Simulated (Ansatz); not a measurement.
`[OH][SnH2][Cl]` → H₂ + `[OH][Sn][Cl]` at 500 K and 1 bar (stannylene formation by 1,1-elimination).

Calculated with Ansatz (gas phase, PBE0-D4/def2-TZVP geometries, no zero-point term in ΔE). CCSD(T)/CBS adds triple-zeta CCSD(T) − MP2 to the extrapolated MP2 energy (def2 sets, frozen cores). This one scheme is used for every species. def2 core potentials past Kr. For Sn outer-core shells are correlated without core-valence functions, which leaves a few kJ/mol of doubt a bond. One conformer a species, not always the lowest.

```
         species  CCSD(T)/CBS energy (Eh)  H − E (kJ/mol)  S (J/(mol·K))
`[OH][SnH2][Cl]`               -750.83217           108.4          367.0
              H₂                 -1.17544            41.0          145.5
  `[OH][Sn][Cl]`               -749.66523            63.9          338.4
```

H − E and S are ideal-gas, rigid-rotor, harmonic terms from PBE0-D4/def2-TZVP, for one conformer and one mirror image of each species. The MP2-based limit puts H₂ 0.8 mEh under its directly extrapolated value; such offsets cancel only in part. 1 Eh = 2625.50 kJ/mol, R = 8.31446 J/(mol·K).

**Question.** By hand: ΔE, ΔH, ΔS and ΔG.

**Answer.** ΔE = (-1.17544) + (-749.66523) − (-750.83217) = -0.00850 Eh = -22.3 kJ/mol. Δ(H − E) = 41.0 + 63.9 − 108.4 = -3.5, so ΔH = -25.8 kJ/mol. ΔS = 145.5 + 338.4 − 367.0 = 116.9 J/(mol·K). ΔG = -25.8 − 500 × (116.9)/1000 = -84.2 kJ/mol.

**Question.** By hand: the equilibrium constant, and the temperature at which ΔG would vanish if ΔH and ΔS stayed fixed.

**Answer.** log₁₀ K = −ΔG/(RT ln 10) = 8.8. ΔH and −TΔS have one sign here, so there is no such temperature.

The number of gas molecules changes by +1, which sets the sign of ΔS. A doubt of 5 kJ/mol in ΔE shifts log₁₀ K by 0.5 here. Other conformers and mirror images would add mixing entropy, several J/(mol·K) or more a flexible species. These are equilibria of isolated gas molecules and say nothing of rates. Largest T1 diagnostic: 0.017 (customary marks: 0.02 for closed shells, 0.045 for open ones).
